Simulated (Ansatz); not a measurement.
The cluster PbI₂⁺, relaxed as a doublet with UKS PBE0-D4/def2-SVP in Ansatz, starting from the GFN1-xTB geometry. Force threshold 0.02 eV/Å.

In the def2 sets I, Pb take a core potential; there is no spin–orbit coupling. The structure comes from a short search, and lower isomers may exist.

Start:

```xyz
3

Pb    2.2714   -0.5288    0.8400
I    -0.0411   -0.5321   -0.7724
I    -2.2304    1.0609   -0.0676
```

**Question.** Estimate the energy that the relaxation releases and the steps that it takes.

**Answer.** 123.0 kJ/mol, in 11 steps; 16 s on 4 threads of INTEL XEON PLATINUM 8581C on a shared host. No frequencies were taken in this run, so the end may be a saddle point.

**Question.** Does the start keep its bonding and symmetry?

**Answer.** Bonds formed: Pb1–I3 (atoms count from 1). The end is the same structure that another start reached, the lowest one found. Point group Cs at the start, C2v at the end, both within 0.05 Å.

**Question.** Predict the relaxed structure.

**Answer.** 
Cartesian coordinates in Å:
```
Pb 1.2312 0.0907 0.9829
I 0.2183 -1.1352 -1.4353
I -1.4495 1.0445 0.4524
```
Bond lengths: 2 × I–Pb 2.89 Å; 1 × I–I 3.33 Å.
